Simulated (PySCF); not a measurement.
# Computed structure and properties of [Yb(H2O)4]3+

System: [Yb(H2O)4]3+ (singlet in the valence; each metal's 4f electrons, 13 of them, lie in its core potential, out of spins and levels); start: displaced along the imaginary mode (S4). Method: PySCF 2.14.0, RKS PBE0, Yb lcecp-1-SVP with ECP59, O def2-SVP, H def2-SVP; non-relativistic Hamiltonian with scalar-relativistic core potentials where named; density fitting; no spin-orbit coupling.

Input of the relaxation:

```python
mol = gto.M(atom='''
Yb    -0.00000     0.00000     0.00000
O      1.27447     1.29284     1.28481
H      1.84826     0.99480     2.06866
H      1.44013     2.28988     1.18050
O     -1.27447    -1.28481     1.29284
H     -1.44013    -1.18050     2.28988
H     -1.84826    -2.06866     0.99480
O      1.27447    -1.29284    -1.28481
H      1.44013    -2.28988    -1.18050
H      1.84826    -0.99480    -2.06866
O     -1.27447     1.28481    -1.29284
H     -1.84826     2.06866    -0.99480
H     -1.44013     1.18050    -2.28988''',
    basis={'Yb': 'lcecp-1-SVP', 'O': 'def2-SVP', 'H': 'def2-SVP'},
    ecp={'Yb': 'lcecp-1-SVP'},
    charge=3, spin=0)
mf = dft.RKS(mol, xc='PBE0')
mf.grids.atom_grid = (50, 194)  # f atoms: unpruned, at least (60, 302)
mf = mf.density_fit()  # fitting sets: Yb AutoAux, O def2-universal-JKFIT, H def2-universal-JKFIT
mf.conv_tol = 1e-08; mf.max_cycle = 55
mf.kernel(dm0)  # dm0: converged density of the start geometry
# quasi-Newton relaxation in Cartesian coordinates to a largest gradient under 0.00045 Eh/bohr, steps kept in the point group
```

Run from Python with OMP_NUM_THREADS=2; the lines above give its settings. Where DIIS fails, smearing, a level shift and second-order steps follow.
It took 2.2 min on 2 threads of AMD EPYC 7R43 64-Core Processor (Zen 3), on a shared host, from the converged density of the start.

Course of the relaxation:

| step | energy above end (eV) | largest force component within the symmetry (eV/Å) |
| --- | --- | --- |
| 0 | 0.2342 | 1.330 |
| 1 | 0.0343 | 0.124 |
| 2 | 0.0312 | 0.026 |
| 3 | 0.0290 | 0.125 |
| 4 | 0.0258 | 0.175 |
| 5 | 0.0179 | 0.121 |
| 6 | 0.0131 | 0.147 |
| 7 | 0.0102 | 0.331 |
| 10 | 0.0021 | 0.078 |
| 11 | 0.0013 | 0.091 |
| 12 | 0.0008 | 0.037 |
| 13 | 0.0003 | 0.010 |
| 14 | 0.0000 | 0.014 |
| 15 | 0.0000 | 0.009 |
(The steps between are left out.)

Relaxed geometry (S4):

```xyz
13

Yb    0.0001    0.0000    0.0000
O     1.3170    1.2992    1.2319
H     2.1235    1.0471    1.7380
H     1.2380    2.2675    1.3961
O    -1.3167   -1.2321    1.2992
H    -1.2382   -1.3958    2.2674
H    -2.1237   -1.7377    1.0470
O     1.3170   -1.2992   -1.2319
H     1.2380   -2.2675   -1.3961
H     2.1235   -1.0471   -1.7380
O    -1.3167    1.2321   -1.2992
H    -2.1237    1.7377   -1.0470
H    -1.2382    1.3958   -2.2674
```

| contact | Å |
| --- | --- |
| Yb1–O2 (H2O) | 2.223 |
| Yb1–O5 (H2O) | 2.223 |
| Yb1–O8 (H2O) | 2.223 |
| Yb1–O11 (H2O) | 2.223 |

On the finer grid (75, 302):

```
HOMO                                                          : -24.66 eV
LUMO                                                          : -15.01 eV
Dipole about the centre of mass                               : 0.00 D
Set of Mulliken populations of Yb1 outside the core potential : s 2.20, p 6.26, d 0.79, f 0.04
D3(BJ) dispersion energy (not in the energies)                : -0.177 eV
```

```csv
atom,Mulliken (e),Löwdin (e),spin (e)
Yb1,1.70,1.25,0.00
O2,-0.33,0.03,0.00
H3,0.32,0.20,0.00
H4,0.33,0.21,0.00
O5,-0.33,0.03,0.00
H6,0.33,0.21,0.00
H7,0.32,0.20,0.00
O8,-0.33,0.03,0.00
H9,0.33,0.21,0.00
H10,0.32,0.20,0.00
O11,-0.33,0.03,0.00
H12,0.32,0.20,0.00
H13,0.33,0.21,0.00
```

The 4f levels lie in the core potential and are missing. Their spin isn't counted.

No frequency check is given for this geometry.

Taking off one H2O (charge 0, singlet; the rest: singlet) in vacuum, both parts rigid, costs 3.61 eV; the small basis without counterpoise inflates it. Parting with an electron moved from the ligand to the metal can be far cheaper, even downhill.

One start shape was tried, so this needn't be the lowest isomer.

An lcecp potential fixes the number of 4f electrons, so in runs with it no electron can move into or out of that shell.
